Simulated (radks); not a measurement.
Spherical jellium clusters: N electrons in a uniform positive sphere of charge N and radius rs N^(1/3), rs = 2.96 bohr. Calculated with a radial shooting solver with Libxc functionals: non-relativistic Kohn-Sham, PBEsol, spin-polarised, spherical densities. Levels are named by radial order and angular momentum (1s, 1p, 1d, 2s, ...), and open shells are averaged over m.

N = 7, configuration 1s2 1p(up 3, down 2). This is the lowest configuration that the search found. Occupied and some empty levels:

level    occupation  eigenvalue (eV)  <r> (bohr)
1s up             1          -6.2595       3.885
1s down           1          -6.0157       3.857
1p up             3          -3.9345       4.932
1p down           2          -3.6630       4.958
1d up             0          -1.4234       6.198
2s up             0          -1.2075       7.010
1d down           0          -1.1882       6.332
2s down           0          -1.0779       7.187

Energy (eV): total -10.2025, kinetic 19.441, external -269.49, Hartree 129.29, exchange-correlation -30.736, background 141.29.
